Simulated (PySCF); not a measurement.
Species: C3H11NOSi3.
Cartesian coordinates in Å at the PBE0-D3(BJ)/def2-SVP level; atoms count from 1:
```
atom  x, y, z in Å
C1    -2.9388   -0.4987   -0.4380
C2    -2.2379    0.0562    0.7993
Si3   -0.5408   -0.7073    1.1191
Si4    0.8199   -0.3560   -0.7616
C5     0.3850    1.3741   -1.3329
N6     0.0482    2.4480   -1.6172
O7     2.4314   -0.4112   -0.4144
Si8    3.7729    0.4360    0.0930
H9    -2.3721   -0.2815   -1.3584
H10   -3.0672   -1.5913   -0.3818
H11   -3.9383   -0.0557   -0.5668
H12   -2.8511   -0.1022    1.7030
H13   -2.0987    1.1471    0.7094
H14    0.1473   -0.0687    2.2851
H15   -0.6415   -2.1797    1.3743
H16    0.5387   -1.2365   -1.9284
H17    4.5772   -0.4563    0.9737
H18    3.3509    1.6497    0.8533
H19    4.5840    0.8414   -1.0903
```

Computed at PBE0/pcSseg-1 (PySCF, non-relativistic), with Q(14N) = 0.02044 b, Q(17O) = −0.0256 b: N6, 14N (I = 1): χzz = -5.450 MHz, η = 0.093; O7, 17O (I = 5/2): χzz = -7.141 MHz, η = 0.238.

Question: Find the zero-field quadrupole resonance frequencies of 14N at N6.

Answer: From ν± = (3/4)|χ|(1 ± η/3) and ν0 = |χ|η/2: ν+ 4.214 MHz, ν− 3.960 MHz, ν0 0.254 MHz (cyano nitrogen).

Question: Find the zero-field quadrupole resonance frequencies of 17O at O7.

Answer: From the eigenvalues of H = χ/[4I(2I − 1)] × [3Iz² − I(I + 1) + η(Ix² − Iy²)], steps between neighbouring levels, labelled as for η = 0: ±1/2↔±3/2 1.135 MHz, ±3/2↔±5/2 2.119 MHz (siloxane oxygen).

In a crystal, neighbours and librations shift these lines. One conformer (not necessarily the lowest) at the PBE0-D3(BJ)/def2-SVP geometry, without solvent, vibrations or thermal averaging. With so small a basis the couplings can be 20 % off.

The run behind these numbers computed NMR shieldings as well. Hardware: one thread of an Arm Neoverse N1 (shared host). Cost: 79 s, 0.97 GiB resident at most.
